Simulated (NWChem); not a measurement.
System: AlF₂, doublet; SMILES [F][Al][F]

NWChem input:

```
start job
memory heap 200 mb stack 900 mb global 1100 mb
geometry units angstroms noautoz
  Al     0.000000     0.000000     0.507738
  F     -1.434552     0.000000    -0.331077
  F      1.434552     0.000000    -0.331077
end
basis spherical
  * library pcseg-1
end
dft
  odft
  mult 2
  xc xtpss03 ctpss03
  iterations 150
  mulliken
end
task dft energy
```

Output (shortened):

```
             Northwest Computational Chemistry Package (NWChem) 7.3.0
             --------------------------------------------------------

 C2V symmetry detected

                             Geometry "geometry" -> ""
                             -------------------------

 Output coordinates in angstroms (scale by  1.889725989 to convert to a.u.)

  No.       Tag          Charge          X              Y              Z
 ---- ---------------- ---------- -------------- -------------- --------------
    1 Al                  13.0000     0.00000000     0.00000000     0.48705387
    2 F                    9.0000    -1.43455200     0.00000000    -0.35176113
    3 F                    9.0000     1.43455200     0.00000000    -0.35176113

 Effective nuclear repulsion energy (a.u.)      89.4540924494

      Symmetry information
      --------------------

 Group name             C2v
 Group number             16
 Group order               4
 No. of unique centers     2

                                 NWChem DFT Module
                                 -----------------

 Summary of "ao basis" -> "ao basis" (spherical)
 ------------------------------------------------------------------------------
       Tag                 Description            Shells   Functions and Types
 ---------------- ------------------------------  ------  ---------------------
 Al                         pcseg-1                  8       18   4s3p1d
 F                          pcseg-1                  6       14   3s2p1d

      Symmetry analysis of basis
      --------------------------

        a1         19
        a2          5
        b1         14
        b2          8

            General Information
            -------------------
          SCF calculation type: DFT
          Wavefunction type:  spin polarized.
          No. of atoms     :     3
          No. of electrons :    31
           Alpha electrons :    16
            Beta electrons :    15
          Charge           :     0
          Spin multiplicity:     2
          Use of symmetry is: on ; symmetry adaption is: on
          Maximum number of iterations: 150
          AO basis - number of functions:    46
                     number of shells:    20
          Convergence on energy requested:  1.00D-06
          Convergence on density requested:  1.00D-05
          Convergence on gradient requested:  5.00D-04

              XC Information
              --------------
                  TPSS metaGGA Exchange Functional  1.000
             TPSS03 metaGGA Correlation Functional  1.000

             Grid Information
             ----------------
          Grid used for XC integration:  medium
          Radial quadrature: Mura-Knowles
          Angular quadrature: Lebedev.
          Tag              B.-S. Rad. Rad. Pts. Rad. Cut. Ang. Pts.
          ---              ---------- --------- --------- ---------
          Al                  1.25       88           8.0       590
          F                   0.50       49           7.0       434
          Grid pruning is: on
          Number of quadrature shells:   137
          Spatial weights used:  Erf1

      Superposition of Atomic Density Guess
      -------------------------------------

 Sum of atomic energies:        -440.54622002

      Non-variational initial energy
      ------------------------------

 Total energy =    -440.575531
 1-e energy   =    -792.486535
 2-e energy   =     262.456912
 HOMO         =      -0.212036
 LUMO         =       0.023110

   Symmetry analysis of molecular orbitals - initial alpha
   -------------------------------------------------------

  Numbering of irreducible representations:

     1 a1          2 a2          3 b1          4 b2

  Orbital symmetries:

     1 a1          2 a1          3 b1          4 a1          5 b1
     6 a1          7 b2          8 a1          9 b1         10 a1
    11 b1         12 a1         13 b2         14 a2         15 b1
    16 a1         17 b2         18 a1         19 b1         20 a1
    21 b2         22 a1         23 b1         24 b2         25 a1
    26 a2

   Symmetry analysis of molecular orbitals - initial beta
   ------------------------------------------------------

  Numbering of irreducible representations:

     1 a1          2 a2          3 b1          4 b2

  Orbital symmetries:

     1 a1          2 a1          3 b1          4 a1          5 b1
     6 a1          7 b2          8 a1          9 b1         10 a1
    11 b1         12 a1         13 b2         14 a2         15 b1
    16 a1         17 b2         18 a1         19 b1         20 a1
    21 b2         22 a1         23 b1         24 b2         25 a1
    26 a2

     ---------------------------------------------
      Total Density - Mulliken Population Analysis
     ---------------------------------------------

    Atom       Charge   Shell Charges
 -----------   ------   -------------------------------------------------------
    1 Al  13    11.54   2.00  2.00  0.60  0.51  5.99  0.28  0.04  0.11
    2 F    9     9.73   2.00  0.97  0.98  3.66  2.12  0.00
    3 F    9     9.73   2.00  0.97  0.98  3.66  2.12  0.00

     --------------------------------------------
      Spin Density - Mulliken Population Analysis
     --------------------------------------------

    Atom       Charge   Shell Charges
 -----------   ------   -------------------------------------------------------
    1 Al  13     0.92   0.00  0.00  0.34  0.47  0.00  0.08  0.02  0.01
    2 F    9     0.04   0.00  0.01 -0.01  0.04 -0.00  0.00
    3 F    9     0.04   0.00  0.01 -0.01  0.04 -0.00  0.00

   convergence    iter        energy       DeltaE   RMS-Dens  Diis-err
 ---------------- ----- ----------------- --------- --------- ---------
 d= 0,ls=0.0,diis     1   -442.0815007042 -5.32D+02  2.29D-02  2.33D-01
                                                     2.27D-02  2.19D-01
 d= 0,ls=0.0,diis     2   -441.4859132306  5.96D-01  1.29D-02  1.81D+00
                                                     1.66D-02  1.79D+00
 d= 0,ls=0.0,diis     3   -442.1943069075 -7.08D-01  7.96D-04  7.00D-04
                                                     7.38D-04  6.27D-04
 d= 0,ls=0.0,diis     4   -442.1946809211 -3.74D-04  2.44D-04  1.01D-04
                                                     1.59D-04  1.02D-04
 d= 0,ls=0.0,diis     5   -442.1947231479 -4.22D-05  2.16D-05  1.04D-06
                                                     1.62D-05  5.15D-07
 d= 0,ls=0.0,diis     6   -442.1947235648 -4.17D-07  4.60D-06  2.02D-08
                                                     3.38D-06  1.26D-08

         Total DFT energy =     -442.194723564784
      One electron energy =     -794.476137526871
           Coulomb energy =      302.507153216649
    Exchange-Corr. energy =      -39.679831703953
 Nuclear repulsion energy =       89.454092449391

 Numeric. integr. density =       31.000001960536

                  Occupations of the irreducible representations
                  ----------------------------------------------

                     irrep           alpha         beta
                     --------     --------     --------
                     a1                8.0          7.0
                     a2                1.0          1.0
                     b1                5.0          5.0
                     b2                2.0          2.0

                    DFT Final Alpha Molecular Orbital Analysis
                    ------------------------------------------

 Vector   14  Occ=1.000000D+00  E=-3.568424D-01  Symmetry=a2
              MO Center= -3.1D-14,  3.8D-15, -3.3D-01, r^2= 2.5D+00
   Bfn.  Coefficient  Atom+Function         Bfn.  Coefficient  Atom+Function
  ----- ------------  ---------------      ----- ------------  ---------------
    23      0.474188  2 F  py                37     -0.474188  3 F  py
    26      0.333947  2 F  py                40     -0.333947  3 F  py
    14     -0.066990  1 Al d -2

 Vector   15  Occ=1.000000D+00  E=-3.507346D-01  Symmetry=b1
              MO Center=  7.6D-14, -3.7D-15, -3.1D-01, r^2= 2.6D+00
   Bfn.  Coefficient  Atom+Function         Bfn.  Coefficient  Atom+Function
  ----- ------------  ---------------      ----- ------------  ---------------
    24      0.357806  2 F  pz                38     -0.357806  3 F  pz
    22     -0.317877  2 F  px                36     -0.317877  3 F  px
    27      0.252344  2 F  pz                41     -0.252344  3 F  pz
    25     -0.211132  2 F  px                39     -0.211132  3 F  px
    17      0.056030  1 Al d  1              11     -0.046513  1 Al px

 Vector   16  Occ=1.000000D+00  E=-2.241476D-01  Symmetry=a1
              MO Center=  2.0D-17, -1.5D-15,  1.0D+00, r^2= 2.4D+00
   Bfn.  Coefficient  Atom+Function         Bfn.  Coefficient  Atom+Function
  ----- ------------  ---------------      ----- ------------  ---------------
     3      0.506558  1 Al s                  4      0.454905  1 Al s
    10      0.434054  1 Al pz                 2     -0.297032  1 Al s
    24     -0.190514  2 F  pz                38     -0.190514  3 F  pz
    27     -0.148144  2 F  pz                41     -0.148144  3 F  pz
     7     -0.146021  1 Al pz                22     -0.114641  2 F  px

 Vector   17  Occ=0.000000D+00  E=-7.656126D-02  Symmetry=b2
              MO Center= -9.3D-16,  1.0D-15,  5.3D-01, r^2= 3.7D+00
   Bfn.  Coefficient  Atom+Function         Bfn.  Coefficient  Atom+Function
  ----- ------------  ---------------      ----- ------------  ---------------
     9      0.702578  1 Al py                12      0.455230  1 Al py
     6     -0.210755  1 Al py                23     -0.196603  2 F  py
    37     -0.196603  3 F  py                26     -0.185500  2 F  py
    40     -0.185500  3 F  py                15      0.065189  1 Al d -1

[...]
```

Level: TPSS/pcseg-1, spin-unrestricted. In the optimisation the excess spin sits in a1 (C2v, its own frame). Coordinates come from a PBE0/def2-SVP, spin-unrestricted optimisation. This spin state was assumed; another may lie lower. No stability test was run on the SCF state.
